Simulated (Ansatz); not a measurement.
## Ligand exchange: C2H5BrSi + C2H7AlO → C2H6OSi + C2H6AlBr

Species: C2H5BrSi `C=C[SiH2]Br`, singlet; C2H7AlO `C[CH2][AlH][OH]`, singlet; C2H6OSi `C=C[SiH2]O`, singlet; C2H6AlBr `C[CH2][AlH][Br]`, singlet. The partners trade Br for OH: Si–Br and Al–OH bonds give way to Si–OH and Al–Br.

Shapes, held fixed at every level: PBE0-D4/def2-TZVP. Flexible molecules stand in one conformer, not always the lowest. Programs: Ansatz 0.2.0. The zero-point and thermal change to 298 K, harmonic and unscaled (PBE0-D4/def2-TZVP), is +0.9 kJ/mol.

Q: Estimate ΔH(298 K) of this reaction.

A: The highest level, CCSD(T)/def2-TZVPP, gives ΔH(298 K) = -25.6 kJ/mol; the levels span -36.4 to -22.6. The column of differences is taken from that level and isn't an error. No measured value is set beside it here. Relativity is left out for Br unless named. Correlated rows may include outer-core shells of Br, which these sets cover unevenly.

```csv
level,kind,ΔH(298 K) (kJ/mol),less CCSD(T)/def2-TZVPP
HF/def2-TZVPP,Hartree–Fock,-36.4,-10.8
PBE0-D4/def2-TZVPP,global hybrid,-24.2,+1.4
wB97M-V/def2-TZVPP,range-separated hybrid,-24.8,+0.8
MP2/def2-SVP,perturbation theory,-22.6,+3.0
CCSD(T)/def2-SVP,coupled cluster or CI,-23.7,+1.9
CCSD/def2-SVP,coupled cluster or CI,-24.6,+1.0
CCSD(T)/def2-TZVPP,coupled cluster or CI,-25.6,0.0
```
